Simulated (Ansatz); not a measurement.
Ansatz (an electronic-structure program) input file for C2H2F, SMILES FC=[CH], multiplicity 2, PBE/def2-TZVPD. Geometry optimised at B3LYP-D3(BJ)/def2-TZVP. The isomer is the one that the SMILES or the coordinates give; other isomers of the formula were not compared.

Ansatz 0.2 input:
```yaml
crystal:
  periodic: [false, false, false]
  atoms:
    - {symbol: C, position_ang: [0.11042594, -1.25653022, 0.00000000]}
    - {symbol: C, position_ang: [-0.44428300, -0.08158889, 0.00000000]}
    - {symbol: F, position_ang: [0.27317737, 1.07616853, 0.00000000]}
    - {symbol: H, position_ang: [1.05450671, -1.76743923, 0.00000000]}
    - {symbol: H, position_ang: [-1.50996066, 0.11063708, 0.00000000]}
basis:
  gaussian:
    orbitals: def2-TZVPD
hamiltonian:
  xc: {name: PBE}
magnetization: {spin_polarized: true, initial_magnetization: 1}
```

Program output:

```
WARN ansatz: RAYON_NUM_THREADS=1 ignored (pool sized by the plan → 1); use --threads N
Functional definition: PBE
integrals: 0.03 GiB planned
647 factors; their error is unknown
mean field: 0.41 GiB planned
mean field evaluation 1: about -4812.1782 eV, gradient 3.1e1 eV
mean field evaluation 2: about -4808.8933 eV, gradient 3.8e1 eV
mean field evaluation 4: about -4816.6902 eV, gradient 5.3e0 eV
mean field evaluation 8: about -4816.7740 eV, gradient 3.0e-1 eV
mean field evaluation 16: about -4816.7743 eV, gradient 2.1e-5 eV
mean field -4816.77431356 eV, -177.0131910965 hartree, gradient 2.1e-5 eV, S^2 0.757360; 0 other end points of the search recorded, 0 dependent functions left out
reference -4816.77435653 eV, -177.0131926756 hartree; 12, 11 occupied and 120, 121 virtual orbitals, 647 factors
Total energy: -4816.77435653 eV, -177.0131926756 hartree
```

Self-consistency was reached.
